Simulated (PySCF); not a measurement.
A side-by-side comparison of computed properties.

First species: C2H8AlN.
Structure used (PBE0-D3(BJ)/def2-SVP), in Å, numbered top down from 1:
```xyz
12
C2H8AlN angstrom
C     -0.352    1.393   -0.001
N      0.076    0.018    0.078
C     -0.926   -0.906   -0.392
Al     1.677   -0.486    0.685
H     -1.263    1.576    0.604
H      0.433    2.072    0.367
H     -0.592    1.692   -1.040
H     -1.864   -0.832    0.194
H     -0.570   -1.945   -0.318
H     -1.196   -0.719   -1.451
H      1.993   -2.042    0.702
H      2.670    0.656    1.163
```

Second species: CH₉ClSi₄.
SMILES: `C[Si@@H]1[SiH2][SiH2][Si@@H]1Cl`

Levels: wB97X-D/def2-SVPD for dipole moment, HOMO energy, LUMO energy, HOMO–LUMO gap, static isotropic polarisability and electronic spatial extent ⟨r²⟩ about the centre of nuclear charge; TDDFT wB97X-D/def2-SVPD for lowest singlet excitation; TDA wB97X-D/def2-SVPD for lowest triplet excitation (Tamm–Dancoff); ΔSCF wB97X-D/def2-SVPD for vertical ionisation energy; PBE0-D3(BJ)/def2-SVP for rotational constant A and rotational constant C. Geometries: PBE0-D3(BJ)/def2-SVP. Each structure is a single optimised conformer of the isolated species, non-relativistic unless stated. Electronic properties by PySCF.

(1) Which of the two has the higher S1 energy, and by how much?

(2) Which of the two has the higher rotational constant C, and by how much?

(3) Which has the higher ⟨r²⟩?

(4) Which of the two has the higher HOMO–LUMO gap, and by how much?

(5) Which has the higher LUMO energy?

(6) Which of the two has the higher T1 energy, and by how much?

(7) Which has the higher static isotropic polarisability?

(8) Which of the two has the higher HOMO energy, and by how much?

Results:

(1) The first: 5.19 eV against 4.39 eV, a difference of 0.80 eV.

(2) The first: 3.046 GHz against 0.702 GHz, a difference of 2.344 GHz.

(3) The second: 1717 bohr² against 456 bohr², a difference of 1261 bohr².

(4) The first: 9.22 eV against 8.99 eV, a difference of 0.23 eV.

(5) The first: 0.92 eV against -0.01 eV, a difference of 0.93 eV.

(6) The first: 4.32 eV against 4.08 eV, a difference of 0.24 eV.

(7) The second: 142.5 au against 64.9 au, a difference of 77.6 au.

(8) The first: -8.30 eV against -9.00 eV, a difference of 0.70 eV.

On the first: The polarisability is 9.61 Å³ as a volume (1 au = 0.148185 Å³), or 1.62 au for each of the 40 electrons. The dipole matches unit charges of opposite sign 0.19 Å apart (1 e·Å = 4.8032 D).

On the second: The vertical singlet–triplet gap S1 − T1 is 0.31 eV (TDDFT singlet less Tamm–Dancoff triplet; S1: HOMO→LUMO, weight 0.97; T1: HOMO→LUMO, weight 0.93). In atomic units the dipole is 0.60 e·bohr (1 au = 2.5417 D).
